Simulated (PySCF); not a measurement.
Krypton: a sound run and one with changed settings

Sound run: Kr⁺ [Ar] 3d10 4s2 4p5, Kr²⁺ [Ar] 3d10 4s2 4p4. All numbers are calculated (PySCF 2.14, no relativity, point nucleus, in 6-31G* (5s4p3d, 32 functions)). In the sound run the correlated levels freeze [Ar] 3d10. The sound run starts from symmetry-adapted Hartree-Fock orbitals and uses a fine grid where one is needed.

Changed run: all electrons correlated in a basis built for the valence shell.

```json
{"species": "Kr⁺", "method": "MP2", "sound run (hartree)": "-2751.28775", "changed run (hartree)": "-2751.44480", "converged": "yes"}
{"species": "Kr²⁺", "method": "MP2", "sound run (hartree)": "-2750.41406", "changed run (hartree)": "-2750.57027", "converged": "yes"}
```

Ionisation energy of Kr⁺:

| method | sound run (eV) | changed run (eV) |
| --- | --- | --- |
| UHF | 23.263 | 23.263 |
| MP2 | 23.774 | 23.797 |
| SCS-MP2 | 23.746 | 23.756 |

A valence basis has no tight correlating functions, so it recovers only part of the core correlation, and not evenly between atom and ion.

For comparison, NIST gives 24.360 eV between the lowest levels.
